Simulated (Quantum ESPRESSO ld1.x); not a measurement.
Values are calculated unless marked as measured or tabulated.
Problem. Coherent X-ray form factor from a spherical all-electron density. Code: ld1.x of Quantum ESPRESSO 7.5. Model: scalar-relativistic Kohn-Sham, LDA (Slater exchange, Perdew-Wang correlation), spin-polarised, spherical densities, point nucleus.

| sin(theta)/lambda (1/angstrom) | f0 (electrons) |
|---|---|
| 0.05 | 14.783 |
| 0.1 | 14.172 |
| 0.15 | 13.278 |
| 0.2 | 12.242 |
| 0.25 | 11.194 |
| 0.3 | 10.227 |
| 0.4 | 8.693 |
| 0.5 | 7.644 |
| 0.6 | 6.873 |
| 0.8 | 5.591 |
| 1 | 4.420 |
| 1.25 | 3.230 |
| 1.5 | 2.419 |
| 2 | 1.613 |

The species is in the configuration that NIST lists as its ground one. Which atom or ion scatters so?

Solution. The argon ion Ar3+, [Ne] 3s2 3p3. Extrapolating in s^2 from the first two rows gives f0(0) = 15.0, near the electron count 15; among species with that count, the fall with angle is slower the higher Z, and the table is that of Z = 18; from so few rows the species is fixed only to a neighbour or two.
